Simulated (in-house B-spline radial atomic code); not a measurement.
**Cd⁵⁺: [Kr] 4d7**

Method: Dirac-Kohn-Sham B3LYP, spherical fractional occupations, Fermi nucleus of rms radius 4.6087 fm. Calculated with a radial B-spline atomic code at the basis-set limit.

Effective charges: Z_r = [3n² - l(l+1)]/(2<r>) from the radius, Z_e = n√(-2ε) from the energy, and Slater's rules. Values are occupation-weighted means over j. An effective charge above Z reflects the relativistic contraction of the inner shells.

| shell | electrons | ε (eV) | <r> (bohr) | Z_r | Z_e | Slater |
| --- | --- | --- | --- | --- | --- | --- |
| 1s | 2 | -26658 | 0.0304 | 49.35 | 44.26 | 47.70 |
| 2s | 2 | -4040.3 | 0.1312 | 45.72 | 34.46 | 43.85 |
| 2p | 6 | -3636.4 | 0.1147 | 43.60 | 32.70 | 43.85 |
| 3s | 2 | -822.47 | 0.3576 | 37.75 | 23.33 | 36.75 |
| 3p | 6 | -688.73 | 0.3563 | 35.08 | 21.34 | 36.75 |
| 3d | 10 | -477.46 | 0.3343 | 31.41 | 17.77 | 26.85 |
| 4s | 2 | -183.64 | 0.8659 | 27.72 | 14.70 | 20.25 |
| 4p | 6 | -142.77 | 0.933 | 24.65 | 12.96 | 20.25 |
| 4d | 7 | -81.322 | 1.117 | 18.80 | 9.78 | 9.90 |

The least bound orbital is 4d5/2 at -80.97 eV, and it is also the most diffuse (<r> = 1.121 bohr).

Spin-orbit splittings of the orbital energies (j = l + 1/2 above j = l - 1/2 when positive): 2p 192.7 eV, 3p 34.67 eV, 3d 7.031 eV, 4p 6.247 eV, 4d 0.8914 eV.

For the 1s electron the small component carries 3.1 % of the norm, the zero-frequency Breit interaction raises the level by 59.42 eV, self-energy by 33.37 eV, and vacuum polarisation lowers it by 4.255 eV.

Caution: exact exchange at fractional occupations of open shells leaves self-interaction of up to several eV.
